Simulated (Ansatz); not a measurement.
Geometry optimisation, RKS B3LYP/def2-SVP (Ansatz 0.2.0).

The input (input.yaml):

```yaml
crystal:
  periodic: [false, false, false]
  atoms:
    - { symbol: Ga, position_ang: [0.034293, -0.33574, -0.53881] }
    - { symbol: Cl, position_ang: [0.05065, -0.067905, 2.885264] }
    - { symbol: Cl, position_ang: [1.950579, 0.51916, -0.927268] }
    - { symbol: Cl, position_ang: [-1.771546, 0.649696, -1.126203] }
    - { symbol: O, position_ang: [-0.052271, -1.972266, 0.176004] }
    - { symbol: Si, position_ang: [-0.743617, -3.460554, -0.143985] }
    - { symbol: H, position_ang: [0.292022, -4.515846, 0.03933] }
    - { symbol: H, position_ang: [-1.87132, -3.700387, 0.80137] }
    - { symbol: H, position_ang: [-1.253681, -3.510282, -1.544971] }
    - { symbol: H, position_ang: [0.113789, -1.243478, 2.252769] }
basis:
  gaussian: { orbitals: def2-SVP }
hamiltonian:
  xc: b3lyp
relax:
  f_tol: 0.03
  max_steps: 50
```

Command:

```bash
$ ansatz run input.yaml --threads 4 --pin off --max-ram 5120MiB --backend cpu --events-out ev --progress --plain --runs-dir out
```

Where does it end, and by what steps?

It converged. After 20 steps the energy has fallen by 1.169 eV; Cl3 moved furthest, 1.12 Å. Parted: Cl2–H10 (1.34 → 2.78 Å). Joined: Ga1–Cl2 (3.43 → 2.18 Å), O5–H10 (2.21 → 0.97 Å).

```tsv
step	energy less start (eV)	largest force component (eV/Å)	accepted
0	0.0000	0.906	yes
1	-0.0656	0.420	yes
2	-0.1211	0.328	yes
3	-0.1181	0.372	no
4	-0.1353	0.151	yes
5	-0.1385	0.096	yes
6	-0.1467	0.138	yes
7	-0.1492	0.093	yes
8	-0.1533	0.106	yes
9	-0.1615	0.114	yes
10	-0.1857	0.478	yes
11	-0.3203	1.114	yes
12	-0.6632	1.917	yes
13	-0.9641	0.819	yes
14	-1.0980	0.613	yes
15	-1.1503	0.406	yes
16	-0.9313	3.952	no
17	-1.1620	0.294	yes
18	-1.1667	0.108	yes
19	-1.1684	0.033	yes
20	-1.1688	0.017	yes
```

```xyz
10
Properties=species:S:1:pos:R:3
Ga 0.031 -0.016 0.173
Cl 0.469 0.644 2.203
Cl 1.697 -0.560 -1.111
Cl -1.737 0.765 -0.798
O -0.548 -1.903 0.773
Si -0.642 -3.387 -0.114
H 0.622 -4.141 0.066
H -1.788 -4.145 0.451
H -0.874 -2.968 -1.511
H -0.481 -1.927 1.743
```

Whether the end is a true minimum wasn't checked by a vibrational analysis.

Run time: 60 s on 4 threads of Arm Neoverse V2 (shared host), peak memory 0.44 GiB.
